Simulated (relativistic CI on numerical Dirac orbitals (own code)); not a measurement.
Sn11+: sensitivity of the levels to the model

Base calculation: Dirac-Coulomb-Breit CI, separate exchange-only KLI orbitals for each configuration, a model potential for QED, unscaled Slater integrals.

Configuration list (outside the closed core [Ar] 3d10): 4s²4p⁶4d³, 4s²4p⁵4d⁴, 4s²4p⁶4d²4f, 4s²4p⁶4d²5s, 4s4p⁶4d⁴, 4s²4p⁶4d²5p, 4s²4p⁵4d³4f, 4s²4p⁶4d4f5s, 4s²4p⁶4d²5d, 4s²4p⁶4d5s5p, 4s4p⁶4d³4f, 4s²4p⁶4d²6s, 4s²4p⁵4d³5s, 4s²4p⁶4d²5f, 4s²4p⁶4d²6p, 4s²4p⁶4d²5g, 4s²4p⁶4d²6d, 4s²4p⁵4d³5p, 4s²4p⁶4d²7s, 4s²4p⁶4d²6f, 4s²4p⁶4d²7p, 4s4p⁶4d³5s, 4s²4p⁶4d4f², 4s²4p⁶4f³, 4s²4p⁶4f²5s, 4s²4p⁶4f²5p, 4s²4p⁵4d4f³, 4s²4p⁶4d5s², 4s²4p⁶4f5s², 4s²4p⁶5s²5p, 4s²4p⁵4d4f5s², 4s²4p⁶4d5p², 4s²4p⁶4f5p², 4s²4p⁶5s5p², 4s²4p⁶5p³, 4s²4p⁵4d4f5p². Double excitations out of closed p, d and f shells are left out; levels of such configurations are missing from the list, as are those of other unlisted configurations, and high levels can miss mixing partners. These lack a partner that the ground configuration has and come out too high: 4s²4p⁶4d²5d, 4s4p⁶4d³4f, 4s²4p⁶4d²6s, 4s²4p⁵4d³5s, 4s²4p⁶4d²5f.

The lowest level and the first level of each name with at least 55 % of one term (blank where a level has no safe partner in the second run):

```tsv
Level	Base (cm⁻¹)	Shift (cm⁻¹)
4s²4p⁶4d³ ⁴F3/2	0	0
4s²4p⁶4d³ ⁴F5/2	5436	-21
4s²4p⁶4d³ ⁴F7/2	11061	-37
4s²4p⁶4d³ ⁴F9/2	16172	-46
4s²4p⁶4d³ ⁴P3/2	23895	-7
4s²4p⁶4d³ ⁴P1/2	25298	-17
4s²4p⁶4d³ ²G7/2	31602	-34
4s²4p⁶4d³ ⁴P5/2	32892	-42
4s²4p⁶4d³ ²P1/2	42466	-45
4s²4p⁶4d³ ²H11/2	44314	-52
4s²4p⁶4d³ ²D5/2	48476	-52
4s²4p⁶4d³ ²P3/2	55395	-80
4s²4p⁶4d³ ²F7/2	61460	-43
4s²4p⁶4d³ ²F5/2	62044	-38
4s²4p⁵4d⁴ ⁶D°7/2	525340	+79
4s²4p⁵4d⁴ ⁶D°5/2	526222	+86
4s²4p⁵4d⁴ ⁶D°9/2	527078	+68
4s²4p⁵4d⁴ ⁶D°3/2	529291	+89
4s²4p⁵4d⁴ ⁶D°1/2	534485	+74
4s²4p⁵4d⁴ ⁶F°11/2	550336	+73
4s²4p⁵4d⁴ ⁶F°9/2	560195	+62
4s²4p⁵4d⁴ ⁴D°1/2	564396	+70
```

At this charge energies of transitions that change n are usually good to better than 1 %, and those within a shell (Δn = 0) to a few per cent. Terms inside the open d or f shell come out 10 to 20 % too wide with unscaled integrals.

**Question.** One thing was changed in a second run, which moved the levels as shown. Which?
A. configuration mixing switched off
B. QED terms removed
C. Breit term removed
D. only the first configuration

**Answer.** B. QED terms removed. QED shifts follow the density of s (and p1/2) electrons at the nucleus, so configurations move by their count of such electrons; where none moves, the smaller shifts of p3/2 electrons and of j = l + 1/2 against j = l − 1/2 set the pattern.

LS names give the leading component of a level, which can be under half, so a name can repeat, a term be missing and a line seem to break the LS rules.
